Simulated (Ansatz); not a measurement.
The molecule NaB, multiplicity 3 (lowest of 2S+1 = 1, 3 at CCSD(T)/def2-TZVPP on PBE0 minima; our sources give no spin for the ground state, which may be another).

D_e counts from the fitted minimum to each atom's lowest state at the same level, without counterpoise.

Correlated levels freeze the inner cores; with def2 sets outer-core shells near the valence are correlated too.

Run with Ansatz (a program for electronic structure). 

| level | bond energy D_e (kcal/mol) |
|---|---|
| SVWN5/def2-TZVPP | 29.09 |
| B97M-V/def2-TZVPP | 25.30 |
| BHLYP/def2-TZVPP | 16.18 |
| CAM-B3LYP/def2-TZVPP | 18.59 |
| wB97X-V/def2-TZVPP | 18.33 |
| B2PLYP/def2-TZVPP | 17.64 |
| CCSD/def2-TZVPP | 15.66 |
| CCSD(T)/def2-TZVPP | [?] |
| CCSD(T)/def2-QZVPP | 18.26 |

Problem. Fill in the missing entries.

Solution. 
- CCSD(T)/def2-TZVPP, bond energy D_e (kcal/mol): 16.86
